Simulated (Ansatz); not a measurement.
## Worked example: C2H4Sn + SiH(SiH3)F → C2H3Sn + SiH2(SiH3)F

Gas-phase species: C2H4Sn `C#[C][SnH3]`, singlet; SiH(SiH3)F, doublet; C2H3Sn `C#[C][SnH2]`, doublet; SiH2(SiH3)F, singlet. A radical takes H: the energy is the difference in strength between the Sn–H bond broken and the Si–H bond made.

Shapes, held fixed at every level: PBE0-D4/def2-TZVP. Programs: Ansatz 0.2.0. The zero-point and thermal change to 298 K, harmonic and unscaled (PBE0-D4/def2-TZVP), is +2.5 kJ/mol.

At CCSD(T)/def2-TZVPP; 1 Eh = 2625.50 kJ/mol:

```
    species  energy (Eh)
     C2H4Sn  -292.037600
 SiH(SiH3)F  -680.247711
     C2H3Sn  -291.410495
SiH2(SiH3)F  -680.898264
```

Q: Work out ΔH(298 K) of the reaction at this level.

A: 
1. Products less reactants: (-291.410495) + (-680.898264) − [(-292.037600) + (-680.247711)] = -0.023448 Eh = -61.6 kJ/mol.
2. With the thermal change: -61.6 + (+2.5) = -59.1 kJ/mol.

Other levels give -64.3 (CCSD/def2-SVP) to -53.9 kJ/mol (SPW92/def2-TZVPP). No measured value is set beside it here. Spin contamination: C2H3Sn (⟨S²⟩ up to 0.79). Open shells run unrestricted. For atoms past krypton def2 sets carry core potentials with scalar relativity. Outer-core shells of Sn are correlated, in sets that cover them unevenly.
